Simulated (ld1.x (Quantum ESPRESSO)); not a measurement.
## antimony: variants of one TM potential

Base potential:

ld1.x (Quantum ESPRESSO) 7.5 input, shortened:

```
&input
   title='Sb', zed=51., rel=2, dft='PBESOL', iswitch=3,
   config='[Kr] 4d10 5s2 5p3', rel_dist='average'
 /
 &inputp
   pseudotype=2, tm=.true., lloc=-2, rcloc=1.85,
   nlcc=.true., rcore=0.90
 /
2
5S  1  0   2.00   0.00  1.95  1.95  0.0
5P  2  1   3.00   0.00  1.85  1.85  0.0
 &test
   configts(1)='5s2 5p3'
 /
```

Open shells are filled in proportion to 2j + 1 (rel_dist='average').

All-electron outer shells of the reference configuration (PBEsol, scalar-relativistic, ld1.x):

```csv
shell,level (eV),outermost node (bohr),outermost maximum (bohr)
4p,-101.63,0.39,0.76
4d,-33.45,0.38,0.84
5s,-12.88,0.95,1.90
5p,-4.84,1.04,2.35
```

Cutoffs, loose and tight: the cutoffs (Ry, on a coarse ladder) from which the occupation-weighted sum of valence levels, in a spherical-Bessel basis at the reference potential, stays within 10 and 1 mRy of its value at 400 Ry. They do not see the model core or the augmentation charge, which bear on the density cutoff. Test errors are all-electron minus pseudo excitation energies from the reference, over the configurations 5s2 5p2; 5s2 5p1; 5s2 5p0; 5s2 5p3.3; 5s1 5p4; 5s2 5p2.5; 5s1 5p0. A dash means not determined; rows that change the core or the reference have their own tests.

A true bound ghost makes a file unfit for plane-wave use even where its test errors are small: the radial tests pick states by their node count and pass the ghost by.

```csv
change,outcome,"cutoff, loose","cutoff, tight",bound ghosts,largest test error (meV)
base,generated,30 Ry,55 Ry,none,-472
wave 5p (bound): rc 1.85 bohr becomes 5p (bound): rc 1.26 bohr,generated,over 300 Ry,over 300 Ry,"p1/2, p3/2",-720
wave 5p (bound): rc 1.85 bohr becomes 5p (bound): rc 1.42 bohr,generated,160 Ry,200 Ry,"p1/2, p3/2",-603
wave 5p (bound): rc 1.85 bohr becomes 5p (bound): rc 2.08 bohr,generated,25 Ry,35 Ry,none,-454
wave 5p (bound): rc 1.85 bohr becomes 5p (bound): rc 2.26 bohr,generated,25 Ry,35 Ry,none,-452
wave 5p (bound): rc 1.85 bohr becomes 5p (bound): rc 2.50 bohr,generated,25 Ry,35 Ry,none,-469
```

(1) What comes out with this change to the base: wave 5p (bound): rc 1.85 bohr becomes 5p (bound): rc 2.74 bohr?

(2) What comes out with this change to the base: wave 5p (bound): rc 1.85 bohr becomes 5p (bound): rc 1.64 bohr?

(3) What comes out with this change to the base: wave 5p (bound): rc 1.85 bohr becomes 5p (bound): rc 1.92 bohr?

Answers

(1) outcome: generated; cutoff, loose: 21 Ry; cutoff, tight: 35 Ry; bound ghosts: none; largest test error (meV): -520.

(2) outcome: generated; cutoff, loose: 45 Ry; cutoff, tight: 100 Ry; bound ghosts: none; largest test error (meV): -504.

(3) outcome: generated; cutoff, loose: 25 Ry; cutoff, tight: 50 Ry; bound ghosts: none; largest test error (meV): -468.

Reading the sweep of the p radius (base included, trends over the rows without a ghost): The loose cutoff falls from 45 Ry at 1.64 to 21 Ry at 2.74 bohr. A larger radius leaves more room for a smooth pseudo-wave, so fewer plane waves are needed; a smaller one forces it to follow the all-electron wave where it bends sharply. The median size of the test errors (rows with all tests solved) is not monotonic: lowest 5.0 meV at 2.74 bohr, highest 10.7 meV at 2.26 bohr. Bound ghosts are found at 1.26, 1.42 bohr.
